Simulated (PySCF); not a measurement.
## Basis-set dependence of GeI⁺ at CCSD(T)

PySCF, RHF reference; singlet, unpaired electrons none; De to Ge⁺ + I without counterpoise correction. Frozen cores follow the default of each basis and core potential.

| basis | relativity | functions | Re (Å) | ωe (cm⁻¹) | De (eV) | frozen orbitals |
| --- | --- | --- | --- | --- | --- | --- |
| cc-pVDZ-PP | scalar-relativistic core potentials | 46 | 2.432 | 298 | 3.54 | 8 |
| def2-SVP | scalar-relativistic core potentials | 58 | 2.422 | 300 | 3.55 | 13 |
| def2-TZVPPD | scalar-relativistic core potentials | 113 | 2.399 | 307 | 3.87 | 13 |

How does each smaller set differ from the one with most functions, def2-TZVPPD?

cc-pVDZ-PP: +3.3 pm, -2.9 % in ωe, -0.33 eV in De; def2-SVP: +2.3 pm, -2.3 % in ωe, -0.32 eV in De. All at CCSD(T); the set with most functions is neither the basis-set limit nor always the best.

Correlated steps freeze the inner cores (8 to 13 orbitals); shallow outer-core shells are correlated. Correlated levels converge slowly with the basis: in double zeta they bind strong bonds too weakly, by up to about 1 eV, and carry superposition errors of some tenths. These are scalar-relativistic numbers at best; spin–orbit coupling would shift them, the dissociation energy most. For an ion De counts to the pair picked by the measured ionisation energies or electron affinities, which need not be the lowest pair at this level. Where the molecule has an RHF reference, its open-shell atoms are computed with UHF.
